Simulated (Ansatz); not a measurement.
`Brc1ccccc1` and `[CH3][AlH][c]1ccccc1` differ in one atom or group.

Ansatz, PBE0-D4/def2-TZVP geometries, multiplicity 1. Each molecule was computed in one conformer, which needn't be the lowest.

Scalar relativity is left out up to krypton. Spin–orbit coupling is left out; it splits and shifts lone-pair levels of the heavy atoms by tenths of an eV.

```
                               property  `Brc1ccccc1`
    HOMO energy (B3LYP/def2-TZVPP) / eV         -6.86
    HOMO–LUMO gap (PBE/def2-TZVPP) / eV          4.56
   HOMO–LUMO gap (PBE0/def2-TZVPP) / eV          6.49
HOMO–LUMO gap (ωB97M-V/def2-TZVPP) / eV         10.57
  LUMO energy (ωB97M-V/def2-TZVPP) / eV          1.44
      LUMO energy (PBE/def2-TZVPP) / eV         -1.50
```

Q: Give the same properties after the change, and the shifts. (An estimate is asked.)

A: The calculation gave: 
```
                               property  `[CH3][AlH][c]1ccccc1`  shift
    HOMO energy (B3LYP/def2-TZVPP) / eV                   -7.07  -0.21
    HOMO–LUMO gap (PBE/def2-TZVPP) / eV                    4.22  -0.34
   HOMO–LUMO gap (PBE0/def2-TZVPP) / eV                    5.96  -0.53
HOMO–LUMO gap (ωB97M-V/def2-TZVPP) / eV                    9.72  -0.85
  LUMO energy (ωB97M-V/def2-TZVPP) / eV                    0.34  -1.10
      LUMO energy (PBE/def2-TZVPP) / eV                   -2.12  -0.62
```

With PBE0 the HOMO falls by 0.22 eV and the LUMO falls by 0.75 eV, so the gap narrows by about 0.53 eV. PBE moves the HOMO by -0.28 eV and ωB97M-V by -0.25 eV.

B3LYP here is the variant with VWN-RPA as its local correlation; programs differ in this.
